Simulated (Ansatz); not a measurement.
Consider the cleavage of the Si–Si bond: `C[Si](F)(F)[SiH3]` + `[OH][AlH2]` → `C[Si](F)(F)[O][AlH2]` + SiH₄.

Isolated molecules relaxed with PBE0-D4/def2-TZVP in Ansatz; ΔE leaves out vibrations. CCSD(T)/CBS adds triple-zeta CCSD(T) − MP2 to the extrapolated MP2 energy (def2 sets, frozen cores). This one scheme is used for every species. DFT in def2-TZVPP. B3LYP here is the variant with VWN-RPA as its local correlation; programs differ in this. Each species was taken in one conformer, which may not be the lowest.

Q: Is it downhill or uphill in electronic energy at CCSD(T)/CBS, and by how much? (Best estimate.)

A: The calculation gave: Downhill: ΔE = -1.68 eV.

Q: What do these levels give: r2SCAN-D4, B2PLYP, B3LYP, MP2/def2-TZVPP, HF/def2-QZVPP, SCS-MP2/def2-QZVPP? (An estimate is asked.)

A: The calculation gave: r2SCAN-D4 -1.63, B2PLYP -1.71, B3LYP -1.65, MP2/def2-TZVPP -1.76, HF/def2-QZVPP -2.03, SCS-MP2/def2-QZVPP -1.78 eV.

Largest T1 diagnostic among the species: 0.012.

In def2-TZVPP, CCSD(T) changes the Hartree–Fock value by +0.29 eV (the triples alone add +0.04 eV) and MP2 by +0.25 eV. From PBE to PBE0 (25 % exact exchange), in def2-TZVPP and without D4, ΔE moves by −0.14 eV.
